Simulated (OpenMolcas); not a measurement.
**3d⁴ along the 22-electron sequence**

```
Program             : OpenMolcas 26.06
Method              : CASSCF
Basis               : ANO-R2
Scalar Hamiltonian  : X2C, finite nucleus
Spin-orbit coupling : RASSI with atomic mean-field integrals over the reference wave functions, term energies averaged over their components
```

Active space for each ion: 4 electrons in 10 orbitals (3d 4d).

Computed levels in cm-1 above ⁵D₀:

```tsv
Level	Fe4+	Co5+	Ni6+	Cu7+
⁵D₁	147	205	282	376
⁵D₂	432	602	820	1086
⁵D₃	844	1168	1580	2073
⁵D₄	1367	1881	2525	3287
³H₄	26484	29937	33320	36522
³H₅	26809	30393	33951	37372
³H₆	27168	30886	34616	38241
³P₀(1)	28248	31690	34949	37924
³P₁(1)	29115	32901	36601	40108
weight of ⁵D in the lowest level (%)	100	100	100	99
```

Measured, with the error of the calculation in %. Measured levels: Fe4+ from Corliss and Sugar, J. Phys. Chem. Ref. Data 11, 135 (1982); Co5+ from Sugar and Corliss, J. Phys. Chem. Ref. Data 10, 1097 (1981); Ni6+ from Corliss and Sugar, J. Phys. Chem. Ref. Data 10, 197 (1981).

```json
{"Level": "⁵D₁", "Fe4+": "142 (+3.3)", "Co5+": "204 (+0.7)", "Ni6+": "279 (+1.0)"}
{"Level": "⁵D₂", "Fe4+": "417 (+3.6)", "Co5+": "589 (+2.2)", "Ni6+": "804 (+2.0)"}
{"Level": "⁵D₃", "Fe4+": "803 (+5.1)", "Co5+": "1125 (+3.9)", "Ni6+": "1520 (+3.9)"}
{"Level": "⁵D₄", "Fe4+": "1283 (+6.6)", "Co5+": "1782 (+5.6)", "Ni6+": "2392 (+5.6)"}
{"Level": "³H₄", "Fe4+": "24932 (+6.2)", "Co5+": "28377 (+5.5)", "Ni6+": "31672 (+5.2)"}
{"Level": "³H₅", "Fe4+": "25226 (+6.3)", "Co5+": "28806 (+5.5)", "Ni6+": "32286 (+5.2)"}
{"Level": "³H₆", "Fe4+": "25528 (+6.4)", "Co5+": "29234 (+5.7)", "Ni6+": "32877 (+5.3)"}
{"Level": "³P₀(1)", "Fe4+": "24055 (+17.4)", "Co5+": "27166 (+16.7)", "Ni6+": "30077 (+16.2)"}
{"Level": "³P₁(1)", "Fe4+": "24973 (+16.6)", "Co5+": "28462 (+15.6)", "Ni6+": "31836 (+15.0)"}
```

The fine-structure level ⁵D₄ changes by a factor of 2.4 from Fe4+ to Cu7+. Its fourth root runs 6.08, 6.59, 7.09, 7.57, with steps per unit of Z of 0.51, 0.50, 0.48; equal steps would mean a (Z - σ)^4 law with constant σ.

³H₄ changes by a factor of 1.38 over the same range, with steps per unit of Z of +3450, +3380, +3200 cm-1.

Without dynamic correlation excited terms often stand tens of per cent too high (terms of higher spin than the ground term too low), and those without a measured partner can miss by more than the paired ones. Active for correlation alone: 4d; no level in the range computed is led by a configuration that fills it, so any true level of that kind is missing. Measured partners are found by configuration, term and J. A level has none where our copy of the source lacks it or the pairing is in doubt (some pairs that miss far off the trend of their configuration count as doubtful), and it then counts in no deviation. Levels of configurations outside the active space are missing.

A number in round brackets counts repeated terms of one configuration in the order of the reference energies.
